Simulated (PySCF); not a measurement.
# Correlation energy of C⁺ (carbon, charge +1)

[He] 2s2 2p1, 2P determinant. Calculation: PySCF 2.14, in aug-cc-pCVTZ-DK with one added diffuse shell each of s, p, d, f type (8s7p5d3f, 75 functions); scalar relativity by spin-free X2C-1e. Frozen: nothing; 5 electrons correlated.

```csv
level,correlation energy (mhartree)
CCSD,-122.79
(T),-1.57
CCSD(T),-124.36
```

Diagnostics: T1 = 0.0079, D1 = 0.0187, largest double amplitude 0.129.

Problem. Is a single reference adequate?

Solution. Mostly. T1 lies below 0.03, but a double amplitude of this size points to a near-degeneracy that CCSD handles and MP2 describes poorly.
